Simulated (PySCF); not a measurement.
CHI2, SMILES I[CH]I (connectivity only; charge and spin as stated), charge +1, multiplicity 1. Coordinates come from a PBE0-D3(BJ)/def2-SVP optimisation. The spin state was assumed, not searched. The isomer is the one that the SMILES or the coordinates give; other isomers of the formula were not compared. The def2 effective core potentials stand for the cores of I; spin–orbit coupling is left out.

Computed with PBE0-D3(BJ)/def2-SVP (PySCF 2.14.0).

Harmonic wavenumbers (cm⁻¹): 153, 559, 732, 831, 1201, 3188. Rotational constants (GHz): 40.65, 0.6229, 0.6135; symmetry number 2.

**Question.** Work out the zero-point energy and the ideal-gas rigid-rotor harmonic-oscillator thermochemistry at 298.15 K and 1 atm.

**Answer.** ZPE = ½ Σ hcν = ½ × 6664 cm⁻¹ = 39.86 kJ/mol. H − E(el) = 52.42 kJ/mol. Entropy in J/(mol K): translation 178.42, rotation 109.00, vibration 15.31, total 302.73. G − E(el) = -37.83 kJ/mol. Cp = 52.48 J/(mol K).
